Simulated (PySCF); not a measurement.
**Polarisability and C₆ of In (indium, neutral)**

[Kr] 4d10 5s2 5p1, 2P determinant. All numbers are calculated (PySCF 2.14, a scalar-relativistic core potential, in aug-cc-pVTZ-PP with ECP28MDF (6s5p4d2f, 55 functions)). Coupled (time-dependent) response in atomic units; α is the mean over directions.

```
 method  mean α (bohr³)         α xx, yy, zz  C₆ (like pair)  S(−4)
    UHF           74.70  60.49, 103.1, 60.49           796.8   2969
    PBE           80.35  59.95, 121.1, 59.95           814.4   4708
   PBE0           75.23  58.08, 109.5, 58.08           768.8   3634
  B3LYP           76.16  58.21, 112.0, 58.21           766.3   4011
r2SCANh           73.08  56.77, 105.7, 56.77           779.6   2969
```

S(−4) is the Cauchy moment in α(ω) = α(0) + S(−4) ω² + …

Reference α: 65 ± 4 bohr³ (recommended; Schwerdtfeger and Nagle, table of static dipole polarizabilities (2023 update)). Published C₆: 779.0 (Chu and Dalgarno (2004); Tang, Norbeck and Certain (1976)).

Spin-orbit coupling is absent.

α(iu) at UHF:

```
u (hartree)  α(iu) (bohr³)
          0          74.70
     0.0500          68.24
      0.100          55.64
      0.200          34.88
      0.300          22.93
      0.500          12.02
      0.750          6.884
       1.00          4.601
       1.50          2.568
       2.00          1.660
       3.00         0.8544
       5.00         0.3425
```

A single London oscillator, α(iu) = α/(1 + u²/ω²), gives C₆ = (3/4) ω α². Matching the computed C₆ needs ω = 4 × 796.8 / (3 × 74.70²) = 0.190 hartree.

The components differ because the open shell of this determinant is not spherical; for a pure term their mean is the scalar polarisability.

Energies and moments cover only the electrons outside the core potential.
